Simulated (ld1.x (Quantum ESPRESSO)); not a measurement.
**cerium (Ce), PAW: configuration errors across variants**

ld1.x (Quantum ESPRESSO) 7.5 input, shortened:

```
&input
   title='Ce', zed=58., rel=1, dft='PZ', iswitch=3,
   config='[Xe] 4f1 5d0 6s0 6p0'
 /
 &inputp
   pseudotype=3, lpaw=.true., tm=.true., lloc=-1, rcloc=2.15,
   nlcc=.true., new_core_ps=.true., rcore=0.85,
   which_augfun='BESSEL', rmatch_augfun=0.70
 /
8
5S  1  0   2.00   0.00  2.30  2.40  0.0
6S  2  0   0.00   0.00  2.30  2.40  0.0
5P  2  1   6.00   0.00  2.35  3.30  0.0
6P  3  1   0.00   0.00  2.35  3.30  0.0
5D  3  2   0.00   0.00  2.75  3.55  0.0
5D  3  2   0.00   0.10  2.75  3.55  0.0
4F  4  3   1.00   0.00  0.85  0.95  0.0
4F  4  3   0.00  -1.35  0.85  0.95  0.0
 &test
   configts(1)='4f1 5s2 5p6 5d0 6s0 6p0'
 /
```

All-electron excitation energies from the reference (eV): (1) 4f1 5s2 5p6 5d1 6s2 6p0 -36.955; (2) 4f1 5s2 5p6 5d1 6s1 6p0 -30.684; (3) 4f1 5s2 5p6 5d1 6s0 6p0 -19.338; (4) 4f0 5s2 5p6 5d2 6s1 6p0 -25.373; (5) 4f0 5s2 5p6 5d2 6s2 6p0 -32.010.

The overlap operator is not positive definite (basis up to 400 Ry) in “base”, “local potential all-electron potential smoothed inside 2.50 bohr (lloc = -1)”, “waves 4f (bound): rcut 0.85, rcutus 1.00 bohr; 4f channel at -1.35 Ry: rcut 0.85, rcutus 1.00 bohr”, “waves 5d (bound): rcut 2.75, rcutus 3.74 bohr; 5d channel at 0.1 Ry: rcut 2.75, rcutus 3.74 bohr”, “wave 4f channel at -1.35 Ry: rcut 0.85, rcutus 0.95 bohr becomes 4f channel at -1.96 Ry: rcut 0.85, rcutus 0.95 bohr”. Such files are unfit for use, however small their errors in these radial tests.

5 further variants failed, have other tests or another functional or relativity, and are left out.

Errors AE − PS in meV (a dash: test not solved or not reliable):

```csv
change,(1),(2),(3),(4),(5),bound ghosts
base,-41,-13,+1.5,-405,-505,not determined (overlap not positive)
local potential all-electron potential smoothed inside 2.50 bohr (lloc = -1),+65,+22,+2.7,-334,-342,not determined (overlap not positive)
"waves 4f (bound): rcut 0.85, rcutus 1.00 bohr; 4f channel at -1.35 Ry: rcut 0.85, rcutus 1.00 bohr",-41,-13,+1.5,-413,-514,not determined (overlap not positive)
local potential all-electron potential smoothed inside 3.25 bohr (lloc = -2),–,–,–,–,–,none
"waves 5d (bound): rcut 2.75, rcutus 3.74 bohr; 5d channel at 0.1 Ry: rcut 2.75, rcutus 3.74 bohr",-37,-17,+5.5,–,–,not determined (overlap not positive)
"wave 4f channel at -1.35 Ry: rcut 0.85, rcutus 0.95 bohr becomes 4f channel at -1.96 Ry: rcut 0.85, rcutus 0.95 bohr",-41,-13,+1.5,-405,-505,not determined (overlap not positive)
```

(1) Give the same row for: waves 5s (bound): rcut 2.30, rcutus 3.64 bohr; 6s (bound): rcut 2.30, rcutus 3.64 bohr.

Results:

(1) –, –, –, –, –; bound ghosts: none.
